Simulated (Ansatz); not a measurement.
NTi (SMILES [N]#[Ti]), doublet, at a GFN2-xTB geometry (such geometries of metal compounds can be far from the true shape).

Ansatz (a first-principles code) was given this input:
Ansatz 0.2 input:
```yaml
crystal:
  periodic: [false, false, false]
  atoms:
    - {symbol: Ti, position_ang: [-0.00000000, -0.00000000, -0.41370624]}
    - {symbol: N, position_ang: [0.00000000, 0.00000000, 1.30021962]}
basis:
  gaussian:
    orbitals: 6-31G*
hamiltonian:
  xc: b3lyp
magnetization: {spin_polarized: true, initial_magnetization: 1}
```

What does this run give for the total energy, <S^2>?


```
Quantity               Value
------------  --------------
total energy  -24600.2440 eV
<S^2>                  0.788
```
